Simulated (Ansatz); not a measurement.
`COC(=O)C(C)(C)C`, relaxed with RKS PBE0-D4/def2-TZVP in the Gaussian-basis code of Ansatz from a PBE-D4/def2-SVP geometry. The force threshold is 0.005 eV/Å; the program also tests the step.

Total charge 0; spin multiplicity 1.

Start:

```xyz
20

C     0.060   -2.305    1.881
O    -0.153   -1.009    1.311
C     0.278   -0.859    0.030
O     0.811   -1.757   -0.595
C     0.000    0.559   -0.490
C    -1.524    0.807   -0.455
C     0.528    0.666   -1.927
C     0.716    1.575    0.426
H     1.138   -2.566    1.879
H    -0.482   -3.084    1.307
H    -0.323   -2.253    2.916
H    -2.063    0.080   -1.097
H    -1.920    0.721    0.575
H    -1.749    1.825   -0.834
H     0.038   -0.074   -2.589
H     0.332    1.681   -2.328
H     1.618    0.476   -1.969
H     0.530    2.607    0.064
H     1.813    1.409    0.428
H     0.353    1.499    1.469
```

| step | energy (eV) | largest force (eV/Å) | largest move (Å) |
| --- | --- | --- | --- |
| 1 | -10504.6562 | 1.257 | 0.000 |
| 2 | -10504.7393 | 0.272 | 0.029 |
| 3 | -10504.7464 | 0.102 | 0.011 |
| 4 | -10504.7465 | 0.045 | 0.003 |
| 5 | -10504.7465 | 0.024 | 0.004 |
| 6 | -10504.7466 | 0.004 | 0.005 |

End:

```xyz
20

C     0.064   -2.295    1.861
O    -0.151   -1.006    1.300
C     0.273   -0.852    0.037
O     0.802   -1.736   -0.583
C    -0.001    0.551   -0.481
C    -1.511    0.801   -0.450
C     0.520    0.660   -1.907
C     0.711    1.562    0.420
H     1.128   -2.537    1.873
H    -0.461   -3.059    1.286
H    -0.327   -2.248    2.875
H    -2.043    0.078   -1.073
H    -1.903    0.736    0.565
H    -1.723    1.800   -0.839
H     0.032   -0.063   -2.562
H     0.327    1.664   -2.292
H     1.594    0.472   -1.950
H     0.535    2.573    0.044
H     1.790    1.391    0.430
H     0.344    1.508    1.446
```

Hardware: 2 threads of an AMD EPYC 7R13 on a shared host and a share of an NVIDIA H100 80 GB. Wall time 15 s, peak host memory 0.94 GiB.
